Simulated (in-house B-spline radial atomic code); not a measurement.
# Excitations of O V (O4+) by several methods

Full response, energies in eV; labels give the largest channel, * marks a mixed state, a dash one above the method's threshold, and an imaginary frequency an unstable closed-shell reference. Computed with an all-electron radial atomic-structure program (B-spline basis): linear response of the closed shell [He] 2s2 with each method's own kernel (bare exchange for TDHF, static screening on G0W0 levels for BSE, the adiabatic kernel for functionals); non-relativistic, point nucleus, no spin-orbit coupling, no double excitations, S, P, D and F terms only.

```csv
method,2s → 2p 3P,2s → 2p 1P,2s → 3s 3S,α (bohr³)
TDHF,5.320,17.705,65.57,1.271
BSE on G0W0@HF,8.783,18.770,67.79,1.116
LDA VWN5,8.618,18.054,65.56,1.196
PBE,7.862,18.374,65.45,1.192
PBE0,7.590,18.248,65.76,1.209
B3LYP (VWN-RPA),7.088,17.946,65.08,1.222
CAM-B3LYP,7.141,17.979,64.73,1.22
LC-wPBE,7.783,18.368,65.20,1.197
wB97X,7.380,18.058,65.65,1.265
HSE06,7.478,18.196,65.79,1.213
BHandHLYP,?,?,?,?
BLYP,6.944,18.046,64.62,1.211
PBEsol,8.078,18.379,65.36,1.194
BP86,7.873,18.342,66.05,1.203
LDA exchange-only,7.250,18.210,64.14,1.19
B97-1,?,?,?,?
RPBE,7.862,18.531,65.32,1.194
OLYP,7.336,18.640,64.29,1.205
```

Problem. What does BHandHLYP give?

Solution. 2s → 2p 3P: 6.484; 2s → 2p 1P: 17.809; 2s → 3s 3S: 65.08; α: 1.242 (eV, bohr³).

Problem. What does B97-1 give?

Solution. 2s → 2p 3P: 8.335; 2s → 2p 1P: 18.251; 2s → 3s 3S: 65.80; α: 1.214 (eV, bohr³).
